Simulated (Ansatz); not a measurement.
System: C2H8BN2 (charge 0, doublet). It need not be the lowest isomer of its formula. SMILES: CCB([NH])N
Geometry from a B3LYP-D3(BJ)/def2-TZVP (Ansatz, a quantum-chemistry and plane-wave program) optimisation:
```
C
H 1 1.0932
H 1 1.0957 2 106.46
C 1 1.5377 2 109.16 3 118.34
H 4 1.0910 1 110.99 2 61.97
H 4 1.0921 5 107.44 1 -121.85
H 4 1.0923 5 107.88 6 -115.84
B 1 1.5968 2 110.65 3 -118.16
N 8 1.4062 1 120.31 2 147.81
H 9 1.0052 8 122.60 1 -2.27
H 9 1.0057 10 114.09 8 -177.77
N 8 1.4361 9 121.32 10 -175.50
H 12 1.0185 8 117.50 9 -105.70
```
Charge 0, spin multiplicity 2.

Atomisation energy built up term by term with Ansatz (kcal/mol; UHF references for open shells; valence terms freeze the core; atomic spin-orbit terms are left out). CBS marks a two-point X^-3 extrapolation of the correlation energy; Hartree-Fock from the larger set.

```tsv
term	basis	kcal/mol
Hartree-Fock	cc-pVQZ	868.50
CCSD correlation	CBS(cc-pVTZ,cc-pVQZ)	292.25
(T)	CBS(cc-pVTZ,cc-pVQZ)	17.11
core correlation	cc-pwCVTZ	4.99
scalar relativity (X2C)	cc-pVTZ-DK against cc-pVTZ	-0.93
sum: De		1181.9
```

(T) makes 1.5 % of the CCSD(T) atomisation energy; under 5 % is typical of single-reference molecules.
